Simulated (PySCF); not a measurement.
Species: C6H13Si (doublet state).
Geometry (GFN2-xTB, Å), atoms numbered from 1 in this order:
```xyz
20
C6H13Si angstrom
C      1.9400    1.6706    0.1160
Si     1.0137    0.1970   -0.6677
C      2.1567   -1.3258   -0.8009
C     -0.5204   -0.2439    0.3816
C     -1.5408   -1.1633   -0.3150
C     -2.4382    0.0560   -0.5580
C     -1.5983    0.8532    0.4470
H      1.3310    2.5692    0.1339
H      2.2222    1.4432    1.1431
H      2.8476    1.8983   -0.4340
H      3.0267   -1.1132   -1.4142
H      2.5129   -1.6241    0.1841
H      1.6435   -2.1772   -1.2373
H     -0.2022   -0.6060    1.3647
H     -1.9921   -1.8846    0.3655
H     -1.1973   -1.6902   -1.2038
H     -2.3454    0.4424   -1.5711
H     -3.4933   -0.0642   -0.3186
H     -2.0716    0.9203    1.4260
H     -1.2998    1.8531    0.1362
```

The hyperfine couplings belong to this conformer and change with its torsions.

Identity: `C[Si](C)C1CCC1` [radical].

Theory: UKS B3LYP, pcH-1 on C H Si, non-relativistic, mean-field spin-orbit, GIAO (PySCF 2.14.0). The structure is a single GFN2-xTB conformer in the gas phase; no vibrational or solvent corrections. The geometry wasn't refined by DFT: couplings that depend on bond lengths, twists or pyramidal angles can differ widely from those at the functional's own minimum, by a factor of two or more for some ions and for spin on atoms past the first row. Stability of the SCF solution: not tested.

(1) What is the g tensor, term by term?

(2) What are the electron Larmor frequencies g μB B/h along the three axes at 340 mT?

(3) What effective moment and Curie constant follow for a powder?

(4) At 9.334 GHz, how far is the centre of the isotropic spectrum from where a free electron (g = 2.002319) resonates?

(5) In a frozen sample, at which fields do the three g values resonate at 9.5, 34, 94 and 263 GHz (hyperfine left aside), and which band first spreads them over more than twice a line width of 0.3 mT?

## Answers

(1) 
```json
{"Δg (ppm)": "relativistic mass correction", "1": "-136", "2": "-136", "3": "-136"}
{"Δg (ppm)": "gauge correction", "1": "1", "2": "52", "3": "50"}
{"Δg (ppm)": "orbital Zeeman/spin–orbit", "1": "-60", "2": "1508", "3": "1901"}
{"Δg (ppm)": "total", "1": "-195", "2": "1424", "3": "1816"}
```

So g = 2.00212, 2.00374, 2.00413 and g_iso = 2.00333; the tensor is rhombic: the two nearest values differ by 19 % of g3 − g1. 

(2) 9.5276, 9.5353, 9.5371 GHz for g1, g2 and g3, a range of 9.6 MHz.

(3) With the mean of g² = 4.0133 and S(S+1) = 0.75: μ_eff = √(⟨g²⟩S(S+1)) = 1.735 μB and χT = 0.12505·⟨g²⟩·S(S+1) = 0.376 cm³ K/mol (cgs; spin-Hamiltonian part alone).

(4) B = hν/(g μB) with μB/h = 13.99624 MHz/mT gives 333.06 mT for the free electron and 332.89 mT at g_iso, 0.17 mT lower.

(5) 
| band | GHz | B(g3) mT | B(g2) mT | B(g1) mT | spread mT |
| --- | --- | --- | --- | --- | --- |
| X | 9.5 | 338.68 | 338.74 | 339.02 | 0.34 |
| Q | 34.0 | 1212.11 | 1212.34 | 1213.32 | 1.22 |
| W | 94.0 | 3351.12 | 3351.77 | 3354.48 | 3.36 |
| J | 263.0 | 9375.99 | 9377.83 | 9385.41 | 9.41 |

The spread grows in proportion to the frequency. Q band is the first where it exceeds 0.6 mT.

The largest Mulliken spin population is on Si2 (+0.93). The angles at Si2 add up to 330.3°, so it is pyramidal.

The HOMO–LUMO gaps are 6.20 eV among the α and 5.32 eV among the β orbitals.
